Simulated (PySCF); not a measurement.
Bonds broken one at a time in the series Sn F-H. Gas-phase values, no solvent. Strings in code marks are SMILES.

Calculation: ωB97X-D3(BJ)/def2-TZVP // PBE0-D3(BJ)/def2-TZVP run with PySCF. 

| species | HOMO (eV) | dipole moment (D) | HOMO–LUMO gap (eV) |
|---|---|---|---|
| whole molecule (`[F][Sn]([F])([F])[F]`) | -15.08 | 0.00 | 13.74 |
| radical fragment (`[F][Sn]([F])[F]`) | – | 3.18 | – |
| whole molecule (`[SnH]([F])([F])[F]`) | -13.56 | 3.32 | 13.61 |
| radical fragment (`[SnH3]`) | – | 0.33 | – |
| whole molecule (`[SnH4]`) | -11.65 | 0.00 | 14.06 |
